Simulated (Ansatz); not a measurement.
`COC(=N)I` and `N=C(S)I` differ in one atom or group.

Ansatz, PBE0-D4/def2-TZVP geometries, multiplicity 1. Each molecule was computed in one conformer, which needn't be the lowest.

Elements past krypton have def2 core potentials.  Spin–orbit coupling is left out; it splits and shifts lone-pair levels of the heavy atoms by tenths of an eV.

| property | `COC(=N)I` |
| --- | --- |
| size of the dipole moment (PBE/def2-TZVPP) / D | 3.39 |
| HOMO energy (ωB97M-V/def2-TZVPP) / eV | -9.62 |
| HOMO energy (PBE0/def2-TZVPP) / eV | -7.42 |
| size of the dipole moment (B3LYP/def2-TZVPP) / D | 3.40 |
| HOMO–LUMO gap (ωB97M-V/def2-TZVPP) / eV | 10.75 |
| LUMO energy (ωB97M-V/def2-TZVPP) / eV | 1.14 |

**Question.** What does the change do to each property? (Best estimate.)

**Answer.** The calculation gave: 
```json
{"property": "size of the dipole moment (PBE/def2-TZVPP) / D", "`N=C(S)I`": "1.80", "shift": "-1.59"}
{"property": "HOMO energy (ωB97M-V/def2-TZVPP) / eV", "`N=C(S)I`": "-9.90", "shift": "-0.28"}
{"property": "HOMO energy (PBE0/def2-TZVPP) / eV", "`N=C(S)I`": "-7.75", "shift": "-0.33"}
{"property": "size of the dipole moment (B3LYP/def2-TZVPP) / D", "`N=C(S)I`": "1.86", "shift": "-1.54"}
{"property": "HOMO–LUMO gap (ωB97M-V/def2-TZVPP) / eV", "`N=C(S)I`": "10.24", "shift": "-0.51"}
{"property": "LUMO energy (ωB97M-V/def2-TZVPP) / eV", "`N=C(S)I`": "0.34", "shift": "-0.80"}
```

With PBE0 the HOMO falls by 0.33 eV and the LUMO falls by 0.84 eV, so the gap narrows by about 0.51 eV. PBE moves the HOMO by -0.34 eV and ωB97M-V by -0.28 eV. The zero-point energy changes by -88.4 kJ/mol with -9 modes. Dipoles are sizes alone; their direction can turn.

Positive LUMOs are unbound, so they and the gaps depend on the basis.

B3LYP here is the variant with VWN-RPA as its local correlation; programs differ in this.
